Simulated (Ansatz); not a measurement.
Reaction (hydrogenolysis of the Se–C bond): `C[Se]CC#N` + H₂ → `C[SeH]` + `CC#N`

Isolated molecules relaxed with PBE0-D4/def2-TZVP in Ansatz; ΔE leaves out vibrations. CBS: MP2 limit from def2 TZ/QZ plus the TZ coupled-cluster correction, frozen cores. This one scheme is used for every species. DFT in def2-TZVPP. B3LYP here is the variant with VWN-RPA as its local correlation; programs differ in this. For Se outer-core shells are correlated without core-valence functions, which leaves a few kJ/mol of doubt a bond. Scalar relativity is left out up to krypton. Each species was taken in one conformer, which may not be the lowest.

Q: Is it downhill or uphill in electronic energy at CCSD(T)/CBS, and by how much? (An estimate is asked.)

A: The calculation gave: Downhill: ΔE = -0.67 eV.

Q: What do these levels give: B3LYP-D4, ωB97X-V, PBE, PBE0, SCS-MP2/def2-TZVPP, MP2/CBS(def2)? (An estimate is asked.)

A: Computed: B3LYP-D4 -0.70, ωB97X-V -0.73, PBE -0.73, PBE0 -0.79, SCS-MP2/def2-TZVPP -0.66, MP2/CBS(def2) -0.58 eV.

Largest T1 diagnostic among the species: 0.012.

In def2-TZVPP, CCSD(T) changes the Hartree–Fock value by +0.33 eV (the triples alone add +0.07 eV) and MP2 by +0.43 eV. From PBE to PBE0 (25 % exact exchange), in def2-TZVPP and without D4, ΔE moves by −0.06 eV.
